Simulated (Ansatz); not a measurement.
Stepwise reaction of `C[Si](C)(Cl)Cl` with hydrogen, as a gas-phase model of exchange steps in deposition or etching. ΔE in kJ/mol; ΔG adds harmonic PBE0-D4 terms to CCSD(T)/CBS, at 1 bar.

Program: Ansatz. Geometries: PBE0-D4/def2-TZVP. ΔE: electronic, gas phase. CCSD(T)/CBS adds triple-zeta CCSD(T) − MP2 to the extrapolated MP2 energy (def2 sets, frozen cores). This one scheme is used for every species. DFT in def2-TZVPP. B3LYP here is the variant with VWN-RPA as its local correlation; programs differ in this.

```
step                                      reaction  PBE-D4  B3LYP-D4  ωB97M-V  CCSD(T)/CBS  ΔG(400 K)
   1  `C[Si](C)(Cl)Cl` + H₂ → `C[SiH](Cl)Cl` + CH₄   -10.5     -15.0    -11.6        -12.4       -9.7
```

**Question.** Give the row of step 2, `C[SiH](Cl)Cl` + H₂ → `Cl[SiH2]Cl` + CH₄. (Best estimate.)

**Answer.** The calculation gave: 
| step | reaction | PBE-D4 | B3LYP-D4 | ωB97M-V | CCSD(T)/CBS | ΔG(400 K) |
| --- | --- | --- | --- | --- | --- | --- |
| 2 | `C[SiH](Cl)Cl` + H₂ → `Cl[SiH2]Cl` + CH₄ | -8.5 | -13.7 | -10.1 | -10.9 | -3.4 |

**Question.** By hand: ΔE of the 2 steps together at CCSD(T)/CBS.

**Answer.** (-12.4) + (-10.9) = -23.3 kJ/mol, or -11.7 kJ/mol a step.

In ΔE the steps differ by no more than 1.5 kJ/mol. All are downhill at CCSD(T)/CBS. ΔG lies between -9.7 and -3.4 kJ/mol a step. PBE-D4 differs from CCSD(T)/CBS by 1.9 to 2.4 kJ/mol a step. Isolated molecules leave out the surface, adducts and barriers. Largest T1 diagnostic: 0.009.
